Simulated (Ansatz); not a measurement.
Q: Name a neutral molecule of F, Nb, O with HOMO energy (PBE/def2-TZVPP) between -9.05 and -8.75 eV and size of the dipole moment (B3LYP/def2-TZVPP) between 1.15 and 1.45 D (Ansatz, PBE0-D4/def2-TZVP geometry).

A: `[O]=[Nb]([F])([F])[F]` (-8.93 eV, 1.27 D). Other molecules can fit too; these were computed, each in one conformer that needn't be the lowest.

B3LYP here is the variant with VWN-RPA as its local correlation; programs differ in this.
